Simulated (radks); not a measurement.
Task: Valence configurations of Ti I (all share [Ar]). All-electron calculation, Dirac Kohn-Sham, LDA (Slater exchange, Perdew-Wang correlation), spin-unpolarised, spherical densities, finite nucleus; open shells are shared between the two j in proportion to 2j + 1; Fermi nuclear charge, rms radius 3.5921 fm. Program: a radial shooting solver on a logarithmic mesh with Libxc functionals. Order these by energy: 4s2 4p2; 3d1.5 4s2 4p0.5; 4s1 4p3; 3d1 4s2 4p1; 3d2 4s2; 3d3 4s1; 3d4; 3d2 4s1 4p1; 3d1 4s1.5 4p1.5; 3d2 4s1.5 4p0.5.

Result: From the lowest, in eV above it: 3d2 4s2 0.000; 3d3 4s1 1.054; 3d2 4s1.5 4p0.5 1.547; 3d1.5 4s2 4p0.5 1.909; 3d2 4s1 4p1 3.134; 3d4 3.254; 3d1 4s2 4p1 4.822; 3d1 4s1.5 4p1.5 6.694; 4s2 4p2 14.193; 4s1 4p3 18.608. NIST lists [Ar] 3d2 4s2 as the ground configuration; this level of theory agrees among the configurations tried. The energies are those of spherical spin-averaged densities, not of single terms.
